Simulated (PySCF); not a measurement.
**Phosphorus: a sound run and one with changed settings**

Sound run: P²⁺ [Ne] 3s2 3p1, P³⁺ [Ne] 3s2. Calculation: PySCF 2.14, in aug-cc-pV(D+d)Z (5s4p3d, 32 functions); no relativity, point nucleus. In the sound run the correlated levels freeze [Ne]. The sound run starts from symmetry-adapted Hartree-Fock orbitals and uses a fine grid where one is needed.

Changed run: the spin-free X2C one-electron Hamiltonian (Gaussian nucleus). This setting is unsound on purpose.

```
species   method  sound run (hartree)  changed run (hartree)  converged
    P²⁺      UHF           -339.64036             -340.37017        yes
    P²⁺   r2SCAN           -340.11135             -340.84072        yes
    P²⁺     BP86           -340.17273             -340.90201        yes
    P²⁺      MP2           -339.67958             -340.40937        yes
    P²⁺  CCSD(T)           -339.70068             -340.43037        yes
    P³⁺      UHF           -338.55333             -339.28292        yes
    P³⁺   r2SCAN           -338.99532             -339.72453        yes
    P³⁺     BP86           -339.05736             -339.78649        yes
    P³⁺      MP2           -338.58580             -339.31535        yes
    P³⁺  CCSD(T)           -338.60165             -339.33109        yes
```

Ionisation energy of P²⁺:

```
 method  sound run (eV)  changed run (eV)
    UHF          29.580            29.586
 r2SCAN          30.369            30.373
   BP86          30.351            30.355
    MP2          29.763            29.770
SCS-MP2          29.744            29.751
   CCSD          29.888            29.895
CCSD(T)          29.906            29.913
```

Most of the change in total energy is the relativistic energy itself. On top of that the contraction fixes the core shape for the Hamiltonian it was made with, so the changed run is not a good calculation with the other Hamiltonian either.

For comparison, NIST gives 30.203 eV between the lowest levels.
